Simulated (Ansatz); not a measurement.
Molecule: C$_{4}$H$_{9}$O (charge 0, doublet). It need not be the lowest isomer of its formula. 
Coordinates optimised at B3LYP-D3(BJ)/def2-TZVP (Ansatz, a first-principles code):
```
C
H 1 1.0955
C 1 1.5260 2 108.51
H 3 1.0902 1 110.84 2 62.44
H 3 1.0914 4 108.32 1 122.09
H 3 1.0942 4 108.07 5 116.47
C 1 1.5276 2 108.56 3 -121.99
H 7 1.0910 1 110.95 2 61.30
H 7 1.0925 8 107.79 1 122.56
H 7 1.0939 8 107.56 9 116.01
C 1 1.5318 2 106.59 3 119.49
O 11 1.3606 1 116.30 2 -59.19
H 11 1.1059 12 109.51 1 -127.93
H 11 1.1121 13 103.19 12 111.63
```
Charge 0, spin multiplicity 2.

Parts of the frozen-core correlation energy in 6-31G* (Ansatz, hartree). Frozen orbitals: 5; correlated occupied orbitals by spin: 16 and 15; virtual: 72 and 73. Open shells are spin-unrestricted. Spin-orbit coupling is left out. No relativistic terms.

| term | value |
|---|---|
| reference (HF) | -231.53016 |
| MP2 opposite-spin | … |
| MP2 same-spin | … |
| CCSD correlation | -0.72444 |
| (T) | … |
| T1 diagnostic | 0.014 |
| largest doubles amplitude | 0.016 |
| <S^2> of the reference | 0.758 |

### Question
Some entries are withheld; supply them.

### Answer

- MP2 opposite-spin, value: -0.50095
- MP2 same-spin, value: -0.15965
- (T), value: -0.01987
